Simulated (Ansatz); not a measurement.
BH3O (SMILES BO) moved off its minimum; all values from Ansatz (a quantum-chemistry and plane-wave program), cores frozen in correlated methods.
(charge 0, multiplicity 1)
```xyz
5

B     -0.4516    -0.5033     0.0586
H     -0.3476    -1.4463     0.9440
H     -1.2551    -0.6895    -0.7829
O      0.5286     0.4526     0.0394
H      0.3310     1.0429    -0.7415
```

Forces at HF/def2-TZVPP (eV/Å):

```json
[
 {"atom": "B1", "Fx": "1.897", "Fy": "-1.924", "Fz": "1.677"},
 {"atom": "H2", "Fx": "-0.215", "Fy": "1.732", "Fz": "-1.073"},
 {"atom": "H3", "Fx": "-0.340", "Fy": "0.604", "Fz": "-0.286"},
 {"atom": "O4", "Fx": "-2.319", "Fy": "0.953", "Fz": "-2.587"},
 {"atom": "H5", "Fx": "0.978", "Fy": "-1.365", "Fz": "2.268"}
]
```

### Question
Give the forces (eV/Å), the total energy and the dipole at CCSD(T)/aug-cc-pVTZ.

### Answer

```
atom      Fx      Fy      Fz
----  ------  ------  ------
B1     1.173  -2.214   1.554
H2    -0.137   1.606  -0.966
H3    -0.394   0.540  -0.382
O4    -1.235   0.773  -1.445
H5     0.594  -0.705   1.239
```
Energy -101.7475 hartree, dipole 1.78 D.
